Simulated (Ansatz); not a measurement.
`[Cl][K]` + H₂ → `[KH]` + HCl at 600 K and 1 bar (hydrogenolysis of a K–Cl bond).

Computed with Ansatz on PBE0-D4/def2-TZVP structures; ΔE is electronic, products minus reactants. CCSD(T)/CBS adds triple-zeta CCSD(T) − MP2 to the extrapolated MP2 energy (def2 sets, frozen cores). This one scheme is used for every species. For K outer-core shells are correlated without core-valence functions, which leaves a few kJ/mol of doubt a bond. Scalar relativity is left out up to krypton.

```tsv
species	CCSD(T)/CBS energy (Eh)	H − E (kJ/mol)	S (J/(mol·K))
`[Cl][K]`	-1059.29673	22.6	264.8
H₂	-1.17544	43.9	150.8
`[KH]`	-599.99245	24.5	220.8
HCl	-460.38127	35.4	207.2
```

H − E and S are ideal-gas, rigid-rotor, harmonic terms from PBE0-D4/def2-TZVP. The MP2-based limit puts H₂ 0.8 mEh under its directly extrapolated value; such offsets cancel only in part. 1 Eh = 2625.50 kJ/mol, R = 8.31446 J/(mol·K).

Q: By hand: ΔE, ΔH, ΔS and ΔG.

A: ΔE = (-599.99245) + (-460.38127) − (-1059.29673) − (-1.17544) = 0.09845 Eh = 258.5 kJ/mol. Δ(H − E) = 24.5 + 35.4 − 22.6 − 43.9 = -6.6, so ΔH = 251.9 kJ/mol. ΔS = 220.8 + 207.2 − 264.8 − 150.8 = 12.4 J/(mol·K). ΔG = 251.9 − 600 × (12.4)/1000 = 244.5 kJ/mol.

Q: By hand: the equilibrium constant, and the temperature at which ΔG would vanish if ΔH and ΔS stayed fixed.

A: log₁₀ K = −ΔG/(RT ln 10) = -21.3. ΔG = 0 at ΔH/ΔS = 20315 K, far beyond where these terms or the molecules hold.

The number of gas molecules stays the same, so ΔS is small and ΔH decides. A doubt of 5 kJ/mol in ΔE shifts log₁₀ K by 0.4 here. These are equilibria of isolated gas molecules and say nothing of rates. Largest T1 diagnostic: 0.017 (customary marks: 0.02 for closed shells, 0.045 for open ones).
